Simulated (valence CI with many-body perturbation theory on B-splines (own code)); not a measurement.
## E1 transitions of Os70+

Level of theory: relativistic CI+MBPT: four valence electrons over a frozen Dirac-Fock core [He], radial functions for each j: 11 s, 11 p, 10 d, 8 f, 5 g, 2 h, with the one-electron correlation potential Σ1, the two-electron term Σ2, the three-electron term Σ3, Breit, model QED; selected CI, second order for the rest, scaled by the run's own slope (own B-spline code, finite nucleus).

The last digits are not significant, and no measured levels were compared; by estimate large intervals hold to a few tenths of a per cent, small ones and those within an open d or f shell to about a per cent. Among the levels kept, up to 1300 cm⁻¹ of a level comes from second order outside the variational space, and about a tenth of that is noise between levels of different J, which matters for small intervals.

Lines 151 to 200 of 600 in falling wavelength, among levels below 1142.7 Ry, chosen from the strongest by gf and those to the six lowest levels. Wavelengths and rates use the calculated energies. Electric multipoles are in the length gauge with retardation, E1 and E2 with the static RPA response of the core. Weak lines are less certain than strong ones. Lines between different terms over intervals too small for the method are left out, as are lines whose strength nearly cancels. The highest levels of a list are the least certain.

Levels are named by their leading jj configuration (3d3/2^4 stands for four electrons in 3d with j = 3/2), which in mixed levels can hold well under half, so a name can repeat and another be missing. Letters in brackets count levels of one name in rising energy.

```
λ vac (nm)                           Upper                           Lower   A (s⁻¹)  log gf  Branch %
     2.016      (2s 2p3/2^2 3p3/2) J=1 [c]         (2s 2p3/2^2 3s) J=1 [b]  1.76e+12   -0.49       0.8
     2.003       (2p1/2^2 2p3/2 3p3/2) J=0          (2p1/2^2 2p3/2 3s) J=1  2.20e+12   -0.88       0.5
     1.992      (2s 2p3/2^2 3p3/2) J=2 [a]             (2s 2p3/2^2 3s) J=3  5.32e+11   -0.80       0.1
     1.988          (2s^2 2p3/2 3p3/2) J=0             (2s^2 2p3/2 3s) J=1  2.49e+12   -0.83      15.1
     1.954  (2s 2p1/2 2p3/2 3p3/2) J=3 [c]     (2s 2p1/2 2p3/2 3s) J=2 [b]  2.55e+11   -0.99       0.1
    0.6730      (2s 2p3/2^2 3d5/2) J=4 [a]          (2s^2 2p3/2 3d5/2) J=3  1.87e+12   -0.94      18.6
    0.6729      (2s 2p3/2^2 3p3/2) J=3 [a]          (2s^2 2p3/2 3p3/2) J=2  2.72e+12   -0.89       1.1
    0.6631          (2s 2p3/2^2 3d5/2) J=5          (2s^2 2p3/2 3d5/2) J=4  2.95e+12   -0.67      89.1
    0.6627          (2s 2p3/2^2 3p3/2) J=4          (2s^2 2p3/2 3p3/2) J=3  3.25e+12   -0.72      40.0
    0.6626             (2s 2p3/2^2 3s) J=3             (2s^2 2p3/2 3s) J=2  3.66e+12   -0.77       2.7
    0.6615       (2p1/2 2p3/2^2 3p3/2) J=2  (2s 2p1/2 2p3/2 3p3/2) J=1 [c]  3.54e+12   -0.94       0.3
    0.6609          (2s 2p3/2^2 3d3/2) J=4          (2s^2 2p3/2 3d3/2) J=3  3.12e+12   -0.74       0.2
    0.6602      (2s 2p3/2^2 3p1/2) J=2 [a]          (2s^2 2p3/2 3p1/2) J=1  3.14e+12   -0.99       1.6
    0.6601          (2s 2p3/2^2 3p1/2) J=3          (2s^2 2p3/2 3p1/2) J=2  3.46e+12   -0.80       0.7
    0.6588      (2s 2p3/2^2 3d3/2) J=3 [a]          (2s^2 2p3/2 3d3/2) J=2  2.68e+12   -0.91       0.2
    0.6580      (2s 2p1/2 2p3/2^2) J=2 [a]          (2s^2 2p1/2 2p3/2) J=1  3.73e+12   -0.92      97.7
    0.6542       (2p1/2 2p3/2^2 3p3/2) J=3  (2s 2p1/2 2p3/2 3p3/2) J=2 [c]  8.75e+12   -0.41       1.8
    0.6534      (2p1/2 2p3/2^2 3s) J=2 [a]     (2s 2p1/2 2p3/2 3s) J=1 [c]  7.31e+12   -0.63       7.1
    0.6523      (2s 2p3/2^2 3d5/2) J=3 [a]          (2s^2 2p3/2 3d5/2) J=2  2.72e+12   -0.91       0.2
    0.6518   (2p1/2 2p3/2^2 3p1/2) J=1 [a]      (2s 2p1/2 2p3/2 3p1/2) J=0  6.16e+12   -0.93       0.7
    0.6495   (2p1/2 2p3/2^2 3p1/2) J=2 [a]  (2s 2p1/2 2p3/2 3p1/2) J=1 [b]  8.28e+12   -0.58       0.9
    0.6488          (2s 2p1/2 2p3/2^2) J=3          (2s^2 2p1/2 2p3/2) J=2  3.60e+12   -0.80      99.4
    0.6469          (2p1/2 2p3/2^2 3s) J=3     (2s 2p1/2 2p3/2 3s) J=2 [c]  9.41e+12   -0.38       7.6
    0.6466      (2p1/2 2p3/2^2 3s) J=1 [a]         (2s 2p1/2 2p3/2 3s) J=0  5.82e+12   -0.96       1.6
    0.6462   (2p1/2 2p3/2^2 3p1/2) J=2 [b]  (2s 2p1/2 2p3/2 3p1/2) J=1 [c]  1.05e+13   -0.48       1.3
    0.6456      (2s 2p3/2^2 3p3/2) J=2 [a]          (2s^2 2p3/2 3p3/2) J=1  4.57e+12   -0.84       0.8
    0.6449       (2p1/2 2p3/2^2 3p1/2) J=3  (2s 2p1/2 2p3/2 3p1/2) J=2 [c]  1.06e+13   -0.33       1.2
    0.6431      (2p1/2 2p3/2^2 3s) J=2 [b]     (2s 2p1/2 2p3/2 3s) J=2 [c]  3.64e+12   -0.95       1.1
    0.6399      (2p1/2 2p3/2^2 3s) J=2 [b]     (2s 2p1/2 2p3/2 3s) J=1 [b]  7.55e+12   -0.63       2.3
    0.6367                (2s 2p3/2^3) J=2              (2s^2 2p3/2^2) J=2  1.21e+13   -0.44      99.0
    0.6342           (2p1/2^2 2p3/2^2) J=2          (2s 2p1/2^2 2p3/2) J=1  1.11e+13   -0.48      46.9
    0.6333      (2s 2p3/2^2 3p3/2) J=3 [b]          (2s^2 2p3/2 3p3/2) J=2  5.02e+12   -0.68       1.2
    0.6331             (2p1/2 2p3/2^3) J=1      (2s 2p1/2 2p3/2^2) J=1 [a]  1.69e+13   -0.51      45.7
    0.6325      (2s 2p3/2^2 3d5/2) J=4 [b]          (2s^2 2p3/2 3d5/2) J=3  5.24e+12   -0.55      10.3
    0.6316             (2p1/2 2p3/2^3) J=2      (2s 2p1/2 2p3/2^2) J=1 [b]  4.09e+12   -0.91      11.4
    0.6315  (2s 2p1/2 2p3/2 3d5/2) J=3 [c]          (2s^2 2p1/2 3d5/2) J=2  1.38e+13   -0.24       3.1
    0.6314  (2s 2p1/2 2p3/2 3p3/2) J=2 [c]          (2s^2 2p1/2 3p3/2) J=1  1.41e+13   -0.37       4.0
    0.6312          (2p1/2^2 2p3/2 3s) J=1             (2s 2p1/2^2 3s) J=0  8.09e+12   -0.84       2.5
    0.6310  (2s 2p1/2 2p3/2 3d5/2) J=4 [c]          (2s^2 2p1/2 3d5/2) J=3  1.35e+13   -0.14       2.2
    0.6307      (2s 2p3/2^2 3d5/2) J=2 [b]          (2s^2 2p3/2 3d5/2) J=1  6.91e+12   -0.69       1.8
    0.6302  (2s 2p1/2 2p3/2 3p3/2) J=3 [c]          (2s^2 2p1/2 3p3/2) J=2  1.43e+13   -0.22       5.3
    0.6301             (2p1/2 2p3/2^3) J=2      (2s 2p1/2 2p3/2^2) J=2 [b]  2.19e+13   -0.19      60.7
    0.6298       (2p1/2^2 2p3/2 3p3/2) J=1          (2s 2p1/2^2 3p3/2) J=1  9.96e+12   -0.75       2.1
    0.6297       (2p1/2^2 2p3/2 3d5/2) J=2          (2s 2p1/2^2 3d5/2) J=2  8.51e+12   -0.60       0.7
    0.6296      (2s 2p3/2^2 3d5/2) J=1 [b]          (2s^2 2p3/2 3d5/2) J=1  8.15e+12   -0.84       0.4
    0.6294  (2s 2p1/2 2p3/2 3d3/2) J=2 [c]          (2s^2 2p1/2 3d3/2) J=2  1.43e+13   -0.37       6.1
    0.6294      (2s 2p3/2^2 3d5/2) J=3 [c]          (2s^2 2p3/2 3d5/2) J=3  9.36e+12   -0.41       0.5
    0.6293                   (2p3/2^4) J=0                (2s 2p3/2^3) J=1  4.88e+13   -0.54      99.3
    0.6290  (2s 2p1/2 2p3/2 3d3/2) J=2 [d]          (2s^2 2p1/2 3d3/2) J=1  7.04e+12   -0.68       0.5
    0.6289                (2s 2p3/2^3) J=1              (2s^2 2p3/2^2) J=0  7.71e+12   -0.86      25.4
```
